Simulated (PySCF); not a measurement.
A PySCF script (with the pyscf-properties extension) for the NMR shieldings of SMILES C1=CC=C(O[SiH3])S1, C₄H₆OSSi, on a GFN2-xTB geometry:

```python
import basis_set_exchange as bse
import numpy as np
from pyscf import gto, dft
from pyscf.prop import nmr

atoms = """
Si    2.671559    0.071879    0.203582
O     1.289698   -0.274741   -0.597560
C     0.016773   -0.103704   -0.268857
C    -1.068425   -0.533189   -0.969376
C    -2.290043   -0.187719   -0.346011
C    -2.122823    0.494434    0.811279
S    -0.454504    0.737802    1.180495
H     2.744047    1.504956    0.486512
H     2.715267   -0.677059    1.459694
H     3.601253   -0.388318   -0.812509
H    -0.989065   -1.076136   -1.892907
H    -3.251584   -0.443973   -0.753013
H    -2.866543    0.876254    1.480943
"""
names = dict.fromkeys(["Si", "O", "C", "S", "H"], "pcSseg-1")
basis = {el: gto.basis.parse(bse.get_basis(n, elements=[el], fmt="nwchem")) for el, n in names.items()}
mol = gto.M(atom=atoms, basis=basis, charge=0, verbose=0)
mf = dft.RKS(mol, xc="PBE0")
mf.grids.level = 2
mf.grids.alignment = dft.numint.BLKSIZE   # the property module wants whole blocks of grid points
mf.conv_tol = 1e-9
mf.kernel()

calc = nmr.RKS(mf)   # GIAO
C = mf.mo_coeff
Co = C[:, mf.mo_occ > 0]
resp = mf.gen_response(singlet=True, hermi=2)
def vind(x):   # induced exchange potential for any number of trial vectors
    d = np.einsum("pi,xij,qj->xpq", C, 2 * x.reshape(-1, C.shape[1], Co.shape[1]), Co, optimize=True)
    return np.einsum("xpq,pi,qj->xij", resp(d - d.transpose(0, 2, 1)), C, Co, optimize=True).ravel()
mo1, _ = nmr.rhf.solve_mo1(calc, with_cphf=vind)
sigma = calc.kernel(mo1)
for i, s in enumerate(sigma):   # ppm
    print("%2d %-2s %9.2f" % (i, mol.atom_pure_symbol(i), np.trace(s) / 3))
```

**Question.** What does it print?

**Answer.** 
```
 0 Si    385.50
 1 O     245.48
 2 C      17.84
 3 C      74.69
 4 C      56.63
 5 C      68.43
 6 S     324.07
 7 H      26.59
 8 H      26.65
 9 H      26.70
10 H      25.26
11 H      24.75
12 H      25.39
```

These numbers come from an equivalent density-fitted implementation of the same equations, which agrees with the script to about 0.01 ppm for H and up to a few tenths of a ppm for heavy atoms, so last digits may differ.

**Question.** Turn these shieldings into chemical shifts. Chemical shifts δ = σref − σ; ²⁹Si (σref 349.16) and ¹³C (σref 186.93) and ¹H (σref 31.72) vs TMS; ¹⁷O (σref 336.08) against H2O; ³³S (σref 503.73) vs CS2, all at this level.

**Answer.** Averaging equivalent atoms: Si 0: -36.3; O 1: 90.6; C 2: 169.1; C 4: 130.3; C 5: 118.5; C 3: 112.2; S 6: 180; H 11: 6.96; H 10: 6.46; H 12: 6.33; H 7/8/9: 5.07 ppm. Experimental scales use liquid or dissolved standards, which lie at an offset from isolated H2O (liquid H2O: subtract about 36 ppm).

Size and cost of the density-fitted run: 163 basis functions, 21 s wall time on 1 thread of an Arm Neoverse V2, shared host.
